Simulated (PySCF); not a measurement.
Species: C7H9NS.
Cartesian coordinates in Å at the PBE0-D3(BJ)/def2-SVP level; atoms count from 1:
```
atom  x, y, z in Å
C1     1.4159    2.7008   -0.4834
C2     1.0213    1.5711   -0.6746
C3     0.5837    0.1959   -0.8905
C4    -0.6042   -0.2047   -0.0064
C5    -0.7779    0.3331    1.2038
C6    -1.5157   -1.2333   -0.5940
C7     1.7214   -0.8160   -0.6782
N8     2.6385   -0.4445    0.2167
S9     1.7555   -2.2626   -1.4701
H10    1.7478    3.7119   -0.3353
H11    0.2828    0.0855   -1.9440
H12   -0.1084    1.1041    1.5932
H13   -1.6142    0.0246    1.8360
H14   -2.2737   -1.5579    0.1316
H15   -0.9404   -2.1076   -0.9373
H16   -2.0320   -0.8244   -1.4793
H17    3.3970   -1.0804    0.4270
H18    2.6202    0.4829    0.6269
```

Method: TDDFT CAM-B3LYP/def2-SVPD, vertical, gas phase, core orbitals frozen in the response in PySCF.

Ground-to-excited transition dipoles (e·a0, same axes as the geometry; the sign carries no meaning), for the states with f of 0.002 or more among the lowest 6:

```
state  E (eV)      μx      μy      μz
   S2   5.038   0.008   0.996   0.666
   S3   5.864  -0.368   0.325   0.475
   S4   6.030   0.569  -0.097   0.357
   S5   6.111   0.118  -0.423  -0.340
   S6   6.322  -0.151   0.178   0.353
```

What oscillator strength does each state have?

f = (2/3) ΔE |μ|² with ΔE in hartree (27.2114 eV).

| state | \|μ\|² (au) | \|μ\| (D) | f |
| --- | --- | --- | --- |
| S2 | 1.435 | 3.04 | 0.177 |
| S3 | 0.467 | 1.74 | 0.067 |
| S4 | 0.461 | 1.73 | 0.068 |
| S5 | 0.309 | 1.41 | 0.046 |
| S6 | 0.179 | 1.08 | 0.028 |

Which bond between heavy atoms lies closest to the direction of the S2 transition dipole?

C7–S9, at 5° from it; next C2–C3 and C1–C2 at 30°.

What angle do the transition dipoles of S4 and S6 make?

|cos θ| = |μa·μb| / (|μa| |μb|) = 0.08, so θ ≈ 85° (taken between 0 and 90°, since the signs are arbitrary).

What peak molar absorption coefficient would the strongest computed level give as a lone Gaussian band 0.4 eV wide at half height?

ε(max) = 2.175×10⁸ f / FWHM, with the width in cm⁻¹. S2: 2.175×10⁸ × 0.1771 / 3226 ≈ 12000 L mol⁻¹ cm⁻¹.

One conformer stands for the species.
